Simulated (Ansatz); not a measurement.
Relaxation of ClH$_{6}$NOSi (10 atoms, charge 0, multiplicity 1), to a largest force component of 0.03 eV/Å in at most 50 steps.

The calculation used RKS B3LYP-D4/def2-SVP (Ansatz 0.2.0).

```xyz
10
Properties=species:S:1:pos:R:3
Si 0.063 -0.812 -0.795
O 0.519 0.741 1.816
H -0.132 -1.402 -2.145
H 0.313 -1.838 0.243
N -1.320 0.120 -0.430
H 1.364 0.306 1.624
Cl 1.898 0.258 -0.954
H 0.592 1.538 1.270
H -1.861 0.601 -1.139
H -1.437 0.488 0.509
```

Task: Where does it end, and by what steps?

Result: The forces met the threshold. After 15 steps the energy has fallen by 0.089 eV; H6 moved furthest, 0.81 Å.

| step | energy less start (eV) | largest force component (eV/Å) | accepted |
| --- | --- | --- | --- |
| 0 | 0.0000 | 0.077 | yes |
| 1 | -0.0043 | 0.756 | yes |
| 2 | 0.1133 | 2.930 | no |
| 3 | -0.0149 | 0.679 | yes |
| 4 | -0.0250 | 0.592 | yes |
| 5 | -0.0489 | 0.232 | yes |
| 6 | -0.0699 | 0.251 | yes |
| 7 | -0.0742 | 0.332 | yes |
| 8 | -0.0747 | 0.327 | yes |
| 9 | -0.0549 | 0.861 | no |
| 10 | -0.0863 | 0.082 | yes |
| 11 | -0.0868 | 0.187 | yes |
| 12 | -0.0873 | 0.079 | yes |
| 13 | -0.0879 | 0.174 | yes |
| 14 | -0.0885 | 0.069 | yes |
| 15 | -0.0885 | 0.030 | yes |

```xyz
10
Properties=species:S:1:pos:R:3
Si 0.050 -0.828 -0.910
O 0.436 1.036 1.764
H -0.220 -1.434 -2.237
H 0.485 -1.830 0.092
N -1.341 0.003 -0.368
H 0.914 0.383 2.295
Cl 1.758 0.411 -1.192
H 1.059 1.243 1.047
H -1.900 0.541 -1.023
H -1.240 0.476 0.532
```

Whether the end is a true minimum wasn't checked by a vibrational analysis.

Time of the run: 23 s on 2 threads of Intel(R) Xeon(R) 6975P-C (Granite Rapids), with other jobs on the host, peak memory 0.21 GiB.
